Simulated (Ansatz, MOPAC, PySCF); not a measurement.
Pair of molecules: CH4O (SMILES CO) (first 6 atoms) with C2H6O (SMILES COC); geometry from B3LYP-D3(BJ)/def2-TZVP, rigid monomers moved along the line of their centres of mass till H6···O8 is 2.58 Å.
(charge 0, multiplicity 1):
```json
[
 {"atom": "C", "x (Å)": "0.1363", "y (Å)": "-0.0718", "z (Å)": "-0.2436"},
 {"atom": "O", "x (Å)": "0.3762", "y (Å)": "0.9196", "z (Å)": "0.7360"},
 {"atom": "H", "x (Å)": "0.7891", "y (Å)": "-0.9452", "z (Å)": "-0.1216"},
 {"atom": "H", "x (Å)": "0.3425", "y (Å)": "0.3716", "z (Å)": "-1.2182"},
 {"atom": "H", "x (Å)": "-0.9047", "y (Å)": "-0.4182", "z (Å)": "-0.2399"},
 {"atom": "H", "x (Å)": "0.2018", "y (Å)": "0.5354", "z (Å)": "1.6109"},
 {"atom": "C", "x (Å)": "-1.1291", "y (Å)": "0.4550", "z (Å)": "4.7667"},
 {"atom": "O", "x (Å)": "-0.0995", "y (Å)": "-0.2170", "z (Å)": "4.0632"},
 {"atom": "C", "x (Å)": "1.1295", "y (Å)": "-0.2355", "z (Å)": "4.7678"},
 {"atom": "H", "x (Å)": "-0.8572", "y (Å)": "1.4983", "z (Å)": "4.9638"},
 {"atom": "H", "x (Å)": "-1.3403", "y (Å)": "-0.0438", "z (Å)": "5.7194"},
 {"atom": "H", "x (Å)": "-2.0190", "y (Å)": "0.4286", "z (Å)": "4.1410"},
 {"atom": "H", "x (Å)": "1.4864", "y (Å)": "0.7815", "z (Å)": "4.9662"},
 {"atom": "H", "x (Å)": "1.8534", "y (Å)": "-0.7529", "z (Å)": "4.1415"},
 {"atom": "H", "x (Å)": "1.0252", "y (Å)": "-0.7686", "z (Å)": "5.7195"}
]
```

Counterpoise-corrected where a basis set is named; no monomer relaxation. Rows marked so take none.

Correlated levels freeze the cores. Rows in 6-31G* carry no dispersion term and start afresh at each structure (6-31G* with six Cartesian d functions). MP2/6-31G* freezes PySCF's default core. The state that AM1 reach isn't checked.

The values were computed with Ansatz (Gaussian orbitals); MOPAC for AM1 (differences of heats of formation); PySCF for 6-31G* rows, the dispersion terms. Each number belongs to the level named beside it.

```
level                         interaction energy (kcal/mol)
----------------------------  -----------------------------
AM1                                                   -1.65
PBE/def2-TZVPPD                                       -3.06
PBE-D3(BJ)/def2-TZVPPD                                -3.66
PBE-D4/def2-TZVPPD                                    -3.67
r2SCAN-D4/def2-TZVPPD                                 -3.48
PBE0-D4/def2-TZVPPD                                   -3.62
wB97X-V/def2-TZVPPD                                   -3.56
MP2/6-31G* (no counterpoise)                            ___
CCSD(T)/aug-cc-pVDZ                                   -3.45
```

Question: Some entries are withheld; supply them.

Answer: 
- MP2/6-31G* (no counterpoise), interaction energy (kcal/mol): -4.84

Ansatz is a quantum-chemistry and plane-wave program.
